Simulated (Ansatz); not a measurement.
`[F][Ti]([F])([F])[I]` + HCl → `[F][Ti]([F])([Cl])[I]` + H–F at 500 K and 1 bar (ligand exchange at a Ti–F bond).

Gas-phase electronic energies from Ansatz, PBE0-D4/def2-TZVP geometries. CCSD(T)/CBS is the MP2 limit (def2-TZVPP, def2-QZVPP) plus CCSD(T) − MP2 in def2-TZVPP, frozen cores. This one scheme is used for every species. Elements past krypton have def2 core potentials. For I, Ti outer-core shells are correlated without core-valence functions, which leaves a few kJ/mol of doubt a bond. Scalar relativity is left out up to krypton.

| species | CCSD(T)/CBS energy (Eh) | H − E (kJ/mol) | S (J/(mol·K)) |
| --- | --- | --- | --- |
| `[F][Ti]([F])([F])[I]` | -1446.00030 | 59.7 | 398.2 |
| HCl | -460.38127 | 32.5 | 201.9 |
| `[F][Ti]([F])([Cl])[I]` | -1805.98222 | 58.6 | 420.3 |
| H–F | -100.39570 | 39.4 | 188.7 |

H − E and S are ideal-gas, rigid-rotor, harmonic terms from PBE0-D4/def2-TZVP. 1 Eh = 2625.50 kJ/mol, R = 8.31446 J/(mol·K).

Task: By hand: ΔE, ΔH, ΔS and ΔG.

Result: ΔE = (-1805.98222) + (-100.39570) − (-1446.00030) − (-460.38127) = 0.00365 Eh = 9.6 kJ/mol. Δ(H − E) = 58.6 + 39.4 − 59.7 − 32.5 = 5.8, so ΔH = 15.4 kJ/mol. ΔS = 420.3 + 188.7 − 398.2 − 201.9 = 8.9 J/(mol·K). ΔG = 15.4 − 500 × (8.9)/1000 = 10.9 kJ/mol.

Task: By hand: the equilibrium constant, and the temperature at which ΔG would vanish if ΔH and ΔS stayed fixed.

Result: log₁₀ K = −ΔG/(RT ln 10) = -1.1. ΔG = 0 at ΔH/ΔS = 1730 K, though so small a ΔS makes that figure unsure.

The number of gas molecules stays the same, so ΔS is small and ΔH decides. A doubt of 5 kJ/mol in ΔE shifts log₁₀ K by 0.5 here. These are equilibria of isolated gas molecules and say nothing of rates. Largest T1 diagnostic: 0.023 (customary marks: 0.02 for closed shells, 0.045 for open ones).
